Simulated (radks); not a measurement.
Question: The mean radii <r> (bohr) of the occupied orbitals of an atom or ion are listed with their occupations. Method: scalar-relativistic Kohn-Sham, AM05, spin-unpolarised, spherical densities, point nucleus; computed with a radial shooting solver on a logarithmic mesh with Libxc functionals.

| orbital | occ. | <r> |
|---|---|---|
| 1s | 2 | 0.03920 |
| 2s | 2 | 0.1727 |
| 2p | 6 | 0.1505 |
| 3s | 2 | 0.4927 |
| 3p | 6 | 0.4989 |
| 3d | 10 | 0.4983 |
| 4s | 2 | 1.352 |
| 4p | 6 | 1.546 |

Name the element and its charge.

Answer: Z = 38, strontium, charge +2: Sr2+ in [Kr]. The 1s radius gives Z: for a bare nucleus <r> = (2 gamma + 1)/(2Z) with gamma = sqrt(1 - (Z/c)^2), 0.03844 bohr for Z = 38, and screening makes it slightly larger (0.03920 here). The occupations add up to 36, and the charge is Z minus that.
